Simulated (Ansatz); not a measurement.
Coupled-cluster diagnostics for Li4O2⁻, Ansatz.

Geometry of the doublet (r2SCAN-D4/def2-TZVPD):

```xyz
6

Li    2.907   -2.092    0.524
Li    0.280   -0.185    0.279
Li   -2.666    0.223   -0.536
Li   -1.040    2.401   -0.753
O     1.637   -1.144    0.796
O    -1.118    0.797   -0.310
```

Correlated methods freeze 2 core orbitals; core or outer-core shells of Li are correlated, in sets that lack core-valence functions. Another isomer (doublet) lies 1.05 eV lower at PBE0-D4/def2-TZVPD; other spin states weren't run for this one.

Estimate the CCSD(T) correlation energy, the shares of MP2 and (T), T1 and the reference's ⟨S²⟩ for: charge -1, doublet, own geometry in def2-TZVPPD; and the rough time on 4 threads of Arm Neoverse V2 on a shared host.


```csv
state,basis,correlation (eV),MP2 share (%),(T) share (%),T1,⟨S²⟩ (pure),wall time
"charge -1, doublet, own geometry",def2-TZVPPD,-20.109,96.4,3.9,0.027,0.75 (0.75),7.3 min
```
Customary marks for T1 are 0.02 (closed shells), 0.045 (open shells) and about 0.05 (3d metals). T1 exceeds 0.02 in 1 of 1 rows and 0.045 in 0; the higher it lies, the less the single-reference result can be trusted.
